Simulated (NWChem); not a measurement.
Correlation energy of F2Mg

```xyz
3

Mg     0.0000     0.0000     0.0000
F      0.0000     0.0000     1.7682
F      0.0000     0.0000    -1.7682
```
Charge 0, spin multiplicity 1.

The numbers come from NWChem runs, not from measurements. All single points use one geometry, from PBE/def2-SVP, a minimum by its harmonic frequencies.

Basis set: cc-pVTZ. Each correlation energy counts from its own Hartree-Fock reference.

The correlated methods keep 7 core orbitals frozen. The structure started from a generated list of species. Coupled-cluster values serve here as a point of comparison, not as the truth.

```tsv
method	correlation energy (mHa)
MP2	-555.8
SCS-MP2	___
CR-CCSD[T]	___
CR-CCSD(T)	-563.7
CCSD	___
CCSD+T(CCSD)	-567.7
CCSD(T)	___
```

Question: Some entries are withheld; supply them.

Answer: 
- SCS-MP2, correlation energy (mHa): -539.7
- CR-CCSD[T], correlation energy (mHa): -564.8
- CCSD, correlation energy (mHa): -551.2
- CCSD(T), correlation energy (mHa): -566.3
